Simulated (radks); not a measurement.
Results of a calculation; reference values are marked as such.
Valence configurations of the terbium ion Tb+ (all share [Xe]). Code: a radial shooting solver on a logarithmic mesh with Libxc functionals. Model: scalar-relativistic Kohn-Sham, PBE, spin-polarised, spherical densities, point nucleus; open shells are filled with parallel spins first (spin-orbit coupling, left out, can overturn this in heavy ions). Energies are relative to 4f9 6s1; eigenvalues in eV for spin up.

[
 {"valence": "4f9 6s1", "E (eV)": "0.000", "moment (Bohr magnetons)": "6", "e(4f)": "-10.745", "e(5d)": "-", "e(6p)": "-", "e(6s)": "-9.128"},
 {"valence": "4f9 6p1", "E (eV)": "3.427", "moment (Bohr magnetons)": "6", "e(4f)": "-12.045", "e(5d)": "-", "e(6p)": "-6.403", "e(6s)": "-"},
 {"valence": "4f9 5d1", "E (eV)": "1.890", "moment (Bohr magnetons)": "6", "e(4f)": "-9.038", "e(5d)": "-6.249", "e(6p)": "-", "e(6s)": "-"},
 {"valence": "4f8.5 5d0.5 6s1", "E (eV)": "0.300", "moment (Bohr magnetons)": "7", "e(4f)": "-13.759", "e(5d)": "-8.159", "e(6p)": "-", "e(6s)": "-9.557"},
 {"valence": "4f10", "E (eV)": "3.859", "moment (Bohr magnetons)": "4", "e(4f)": "-5.113", "e(5d)": "-", "e(6p)": "-", "e(6s)": "-"},
 {"valence": "4f9.5 5d0.5", "E (eV)": "2.630", "moment (Bohr magnetons)": "5", "e(4f)": "-6.656", "e(5d)": "-5.606", "e(6p)": "-", "e(6s)": "-"},
 {"valence": "4f8 5d1 6s1", "E (eV)": "1.485", "moment (Bohr magnetons)": "8", "e(4f)": "-17.019", "e(5d)": "-8.946", "e(6p)": "-", "e(6s)": "-9.931"},
 {"valence": "4f9 5d0.5 6s0.5", "E (eV)": "0.914", "moment (Bohr magnetons)": "6", "e(4f)": "-9.854", "e(5d)": "-6.780", "e(6p)": "-", "e(6s)": "-8.671"},
 {"valence": "4f8 6s1 6p1", "E (eV)": "4.779", "moment (Bohr magnetons)": "8", "e(4f)": "-20.589", "e(5d)": "-", "e(6p)": "-7.488", "e(6s)": "-11.577"},
 {"valence": "4f8 5d2", "E (eV)": "2.654", "moment (Bohr magnetons)": "8", "e(4f)": "-14.927", "e(5d)": "-7.619", "e(6p)": "-", "e(6s)": "-"}
]

NIST lists [Xe] 4f9 6s1 as the ground configuration; this level of theory agrees among the configurations tried. The energies are those of spherical high-spin densities, not of single terms.
